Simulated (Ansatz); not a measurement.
Basis-set series for C₆H₅F₃Ge (`[F][Ge]([F])([F])[c]1ccccc1`). Total charge 0; spin multiplicity 1. The structure was optimised at the PBE0-D4/def2-TZVP level. It is one conformer, not always the lowest.

| functional | basis | functions | energy (Eh) | HOMO (eV) | LUMO (eV) |
| --- | --- | --- | --- | --- | --- |
| PBE0-D4 | def2-SVP | 183 | -2606.83519 | -8.14 | -1.38 |
| PBE0-D4 | def2-QZVPP | 752 | -2607.79696 | -8.17 | -1.50 |
| ωB97M-V | def2-SVP | 183 | -2607.36017 | -10.22 | 0.69 |
| ωB97M-V | def2-QZVPP | 752 | -2608.33458 | -10.25 | 0.49 |

Question: Give the rows for def2-TZVPP. (Best estimate.)

Answer: Computed: 
```json
{"functional": "PBE0-D4", "basis": "def2-TZVPP", "functions": "397", "energy (Eh)": "-2607.72273", "HOMO (eV)": "-8.15", "LUMO (eV)": "-1.46"}
{"functional": "ωB97M-V", "basis": "def2-TZVPP", "functions": "397", "energy (Eh)": "-2608.26393", "HOMO (eV)": "-10.23", "LUMO (eV)": "0.55"}
```

Positive LUMOs are unbound and depend on the basis. Scalar relativity is left out up to krypton.
